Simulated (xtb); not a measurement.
C₂H₂F₂, SMILES C=C(F)F. All values are semi-empirical tight-binding results from xtb (GFN2-xTB unless named), good for trends rather than for accurate numbers. Geometry: GFN2-xTB.

Optimised geometry:

Bond lengths (Å): C1–C2 1.312, C1–H5 1.072, C1–H6 1.072, C2–F3 1.326, C2–F4 1.326. Angles (°): C2–C1–H5 120.4, C2–C1–H6 120.4, H5–C1–H6 119.2, C1–C2–F3 125.4, C1–C2–F4 125.4, F3–C2–F4 109.2.
Charge 0, spin multiplicity 1.

| Quantity | Result |
|---|---|
| point group as xtb finds it | C2v |
| orbital gap | 5.50 eV |
| dipole moment | 2.26 D |
| zero-point energy | 22.1 kcal/mol |
| G − E(el) at 298.15 K (modified RRHO) | 6.1 kcal/mol |
| static polarisability (D4 model) | 28.9 bohr³ |
| solvation energy, GFN2-xTB/ALPB(water) | -1.6 kcal/mol |
| solvation energy, GFN2-xTB/ALPB(acetonitrile) | -2.0 kcal/mol |

Computed IR lines (harmonic; lines under 4 % of the strongest left out, lines within 3 cm⁻¹ merged):
ν (cm⁻¹): 474 (w), 535 (w), 851 (m), 917 (m), 921 (w), 1200 (vs), 1771 (vs) (against the strongest line: vs over 80 %, s over 45 %, m over 15 %, w over 4 %, vw less)

Computed atomic charges and the Wiberg bond orders between heavy atoms:
charges (e) C1 -0.14, C2 0.33, F3 -0.19, F4 -0.19, H5 0.09, H6 0.09. Bond orders C1–C2 1.84, C2–F3 0.98, C2–F4 0.98.
